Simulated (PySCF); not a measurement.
Does the answer move with the share of exact exchange?

Species: C5H8Si.
Numbering: `[CH3:1][C:2]1=[CH:3][CH:4]=[CH:5][SiH2:6]1` (hydrogens: H7, H8, H9 on C1; H10 on C3; H11 on C4; H12 on C5; H13, H14 on Si6)

Structure used (PBE0-D3(BJ)/def2-SVP), in Å, numbered top down from 1:
```
atom  x, y, z in Å
C1     2.4701   -0.7336    0.7889
C2     0.9860   -0.5971    0.8167
C3     0.1196   -1.5610    1.2037
C4    -1.3223   -1.2410    1.1740
C5    -1.6795   -0.0047    0.7634
Si6   -0.0880    0.8858    0.3554
H7     2.9505   -0.0142    1.4736
H8     2.8761   -0.5212   -0.2142
H9     2.7935   -1.7457    1.0797
H10    0.4509   -2.5536    1.5340
H11   -2.0478   -2.0029    1.4822
H12   -2.7204    0.3193    0.7109
H13    0.0443    1.2825   -1.0816
H14    0.1805    2.0956    1.1945
```

PySCF, pcSseg-1 basis, density fitting, gas phase, PBE0-D3(BJ)/def2-SVP geometry. One functional is left out:

```csv
functional,exact exchange (%),HOMO energy (eV),LUMO energy (eV)
B97-D,0,-5.43,-2.19
BLYP,0,-5.32,-2.12
BP86,0,-5.61,-2.39
LDA,0,-5.69,-2.48
OPBE,0,-5.51,-2.24
PBE,0,-5.52,-2.30
B3LYP,20,-6.29,-1.58
PBE0,25,-6.52,-1.42
mPW1PW91,25,-6.54,-1.43
BHandHLYP,50,-7.32,-0.34
```

**Question.** Predict the row of B97-2 (21 % exact exchange) by straight lines through the other rows, and check it.

**Answer.** 
| property | line | computed | computed − line | B3LYP (20 %), for comparison |
| --- | --- | --- | --- | --- |
| HOMO energy (eV) | -6.31 | -6.28 | +0.03 | -6.29 |
| LUMO energy (eV) | -1.51 | -1.45 | +0.06 | -1.58 |
